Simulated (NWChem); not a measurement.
# SiH$_{3}$TeCl; SMILES [Te](Cl)[SiH3]

All runs: NWChem. Structure relaxed at the PBE0/def2-SVP level. Not confirmed as a minimum by frequencies. def2 effective core potentials on Te; no spin-orbit coupling. Ions are spin-unrestricted doublets at the neutral geometry; other ion states weren't tried.

For level CAM-B3LYP/def2-SVP:

| Property | Value |
|---|---|
| vertical ionisation energy, ΔSCF (eV) | 8.67 |
| −ε(HOMO) (eV) | 7.68 |

What are these values for level PBE/def2-SVP?


| Quantity | Result |
|---|---|
| vertical ionisation energy, ΔSCF (eV) | 8.38 |
| −ε(HOMO) (eV) | 5.38 |
